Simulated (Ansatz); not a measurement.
Frontier orbitals of C$_{2}$H$_{8}$BNS, SMILES `CCB(N)S`.

Z-matrix (Å, degrees):
```
C
C 1 1.524
H 1 1.094 2 111.5
H 1 1.092 2 111.8 3 119.8
H 1 1.094 2 111.5 3 -120.4
B 2 1.577 1 115.9 3 60.2
H 2 1.097 1 109.8 3 -62.6
H 2 1.097 1 109.8 3 -177.1
S 6 1.831 2 121.0 1 -179.8
N 6 1.396 2 121.8 1 0.2
H 9 1.341 6 96.5 2 0.0
H 10 1.005 6 124.2 2 180.0
H 10 1.005 6 121.9 2 -0.1
```

The species carries charge 0 and has multiplicity 1. Geometry: relaxed with PBE0-D4/def2-TZVP. It is one conformer, not always the lowest. Basis def2-TZVPP, Ansatz.

Orbital energies of one run (eV). Highest occupied ones, from the top: -9.20, -10.50, -11.17, -11.84, -12.28, -13.19, -13.46, -14.10, -14.93, -16.95, -17.03, -19.95, -22.83, -23.90. Empty: 1.99, 2.84, 2.96, 3.04, 3.73, 3.96.

Q: Which functional gave them?
A. LC-ωPBE
B. ωB97M-V
C. r2SCAN
D. BLYP

A: B. HOMO energies: ωB97M-V -9.20, LC-ωPBE -9.73, BLYP -5.61, r2SCAN -6.04 eV.

LC-ωPBE has ω = 0.4 bohr⁻¹.
